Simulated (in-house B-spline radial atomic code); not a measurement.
How numerical settings move a run on the strontium ion Sr³⁺, [Ar] 3d10 4s2 4p5. Computed with an all-electron radial atomic-structure program (B-spline basis): scalar-relativistic (X2C) Hartree-Fock, average of configuration, Fermi nucleus of rms radius 4.224 fm.

Command:
```bash
python run_scf.py task.json out
```
Settings of the sound reference run:
```
Z                38
electrons        35
configuration    [Ar] 3d10 4s2 4p5
hamiltonian      x2c
method           hf
spin_polarised   False
nucleus          fermi
rms_radius       4.224
mass_number      88
atomic_mass      87.90561
speed_of_light   137.036
knot_spacing     0.22
spline_order     8
gauss_points     12
box_radius       16.22
max_iterations   70
damping          0.5
damped_steps     3
diis_vectors     10
tolerance        1e-08
start            Thomas-Fermi
```

Time taken, with all properties: 0.17 s on 1 thread of AMD EPYC 7R43 64-Core Processor, with other jobs on the host.

It converges in 9 iterations to -3175.246306 hartree, with 4p at -56.9101 eV. The other runs change the listed settings, some to values that make no sense; their results aren't properties of the atom or ion. Radii are in bohr (the nuclear one in fm), a minus after a letter asks for a j subshell, and «unchanged» means within 1e-8 hartree. The run stops when the residual is below 10 × tolerance × max(1, Z/10), or a noise floor if that is larger, and the energy moves by less than 1e-8 × √|E| hartree; so very loose and very tight tolerances often act alike.

| changed settings | outcome |
| --- | --- |
| box_radius = 3.24 | converged in 9 iterations, energy +1.46e-01 hartree from the reference, 4p level +1.8e+00 eV (the program warns: 4p reaches the box edge; 3d reaches the box edge) |
| first_knot = 0.0263 | converged in 9 iterations, energy +2.21e-01 hartree from the reference, 4p level -8.6e-04 eV |
| first_knot = 2.63e-05 | converged in 9 iterations, energy +1.70e-07 hartree from the reference |
| first_knot = 0.00263 | converged in 9 iterations, energy +1.80e-02 hartree from the reference, 4p level -7.1e-05 eV |
| box_radius = 32.44 | converged in 9 iterations, energy -2.57e-07 hartree from the reference |
| knot_spacing = 0.1, gauss_points = 16, box_radius = 8.11, max_iterations = 75 | converged in 9 iterations, energy +8.65e-07 hartree from the reference, 4p level +2.4e-06 eV |
| box_radius = 1.62 | converged in 9 iterations, energy +1.44e+01 hartree from the reference, 4p level +8.0e+01 eV (the program warns: 4p has a positive eigenvalue: unbound, held by the box; 3s reaches the box edge) |
| first_knot = 2.63e-06 | converged in 9 iterations, energy +2.58e-06 hartree from the reference, 4p level +4.0e-06 eV |
| start = bare nucleus | converged in 10 iterations, energy unchanged, 4p level +4.8e-07 eV |
| box_radius = 0.97 | converged in 8 iterations, energy +1.33e+02 hartree from the reference, 4p level +5.4e+02 eV (the program warns: 4p has a positive eigenvalue: unbound, held by the box; 3d has a positive eigenvalue: unbound, held by the box) |
| first_knot = 0.0789 | converged in 9 iterations, energy +2.12e+00 hartree from the reference, 4p level -7.8e-03 eV |
| electrons = 38, configuration = [Ar] 3d10 4s2 4p5 5s3, max_iterations = 50 | stopped with error: shell 5s holds at most 2 electrons |
| first_knot = 0.00789 | converged in 9 iterations, energy -6.46e-03 hartree from the reference, 4p level +2.7e-05 eV |
| box_radius = 4.87 | converged in 9 iterations, energy +9.67e-04 hartree from the reference, 4p level +2.4e-02 eV (the program warns: 4p reaches the box edge; 4s reaches the box edge) |
| box_radius = 8.11 | converged in 9 iterations, energy +2.84e-07 hartree from the reference, 4p level +1.4e-06 eV |

Q: What happens with first_knot = 0.0789, max_iterations = 5, diis_vectors = 2, tolerance = 0.01?

A: Not converged after 5 iterations, last residual 5.1e-03, last energy +2.12e+00 hartree from the reference.

Q: What happens with first_knot = 0.000263?

A: Converged in 9 iterations, energy -1.78e-04 hartree from the reference, 4p level +6.9e-07 eV.

Q: What happens with box_radius = 0.65, max_iterations = 12, damping = 0.95?

A: Converged in 8 iterations, energy +5.69e+02 hartree from the reference, 4p level +1.9e+03 eV (the program warns: 4p has a positive eigenvalue: unbound, held by the box; 3s has a positive eigenvalue: unbound, held by the box).

Q: What happens with electrons = 43, configuration = [Ar] 3d10 4s2 4p5 6s2 6p6, max_iterations = 75?

A: Converged in 21 iterations to -3175.0151 hartree, a different physical problem (warning: 4p reaches the box edge).
